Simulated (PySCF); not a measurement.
Gas-phase reaction: 2 GaHCl₂ ⇌ 2 GaCl₂ + H₂

Method: PySCF energies plus ideal-gas RRHO corrections (1 bar). † marks an energy on the PBE0/def2-TZVP geometry and frequencies. MP2 and CCSD(T) freeze the core. Open shells (unrestricted): GaCl₂ (multiplicity 2); the rest are closed-shell singlets. Ga: all electrons, no relativistic terms. GaHCl₂, GaCl₂: computed as isolated molecules; such fragments, hydroxides, amides, oligomers or adducts are transient or little studied in the gas. MP2 isn't extrapolated to the basis-set limit; its ΔH°(298 K) is 236.6 kJ in def2-SVP and 233.2 kJ in def2-TZVPP. CCSD(T) isn't extrapolated to the basis-set limit; its ΔH°(298 K) is 233.9 kJ in def2-SVP and 231.7 kJ in def2-TZVPP. The harmonic model lacks anharmonicity and excited electronic states, which grow with temperature; levels with a mode under 35 cm⁻¹ are left out. Soft modes under 120 cm⁻¹ make the harmonic entropy rough for GaCl₂.

```json
[
 {"level": "CCSD(T)/def2-SVP†", "ΔE electronic, kJ": "239", "ΔH°(298 K), kJ": "234", "ΔS°(298 K), J/K": "135", "ΔG°(1200 K), kJ": "71"},
 {"level": "MP2/def2-TZVPP†", "ΔE electronic, kJ": "238", "ΔH°(298 K), kJ": "233", "ΔS°(298 K), J/K": "135", "ΔG°(1200 K), kJ": "70"},
 {"level": "PBE/def2-TZVP†", "ΔE electronic, kJ": "196", "ΔH°(298 K), kJ": "191", "ΔS°(298 K), J/K": "135", "ΔG°(1200 K), kJ": "28"},
 {"level": "LDA/def2-TZVP†", "ΔE electronic, kJ": "245", "ΔH°(298 K), kJ": "241", "ΔS°(298 K), J/K": "135", "ΔG°(1200 K), kJ": "78"},
 {"level": "ωB97M-V/def2-TZVP†", "ΔE electronic, kJ": "227", "ΔH°(298 K), kJ": "222", "ΔS°(298 K), J/K": "135", "ΔG°(1200 K), kJ": "59"}
]
```
ΔH° is lowest at PBE/def2-TZVP† and highest at LDA/def2-TZVP†. No reference value is set beside these.
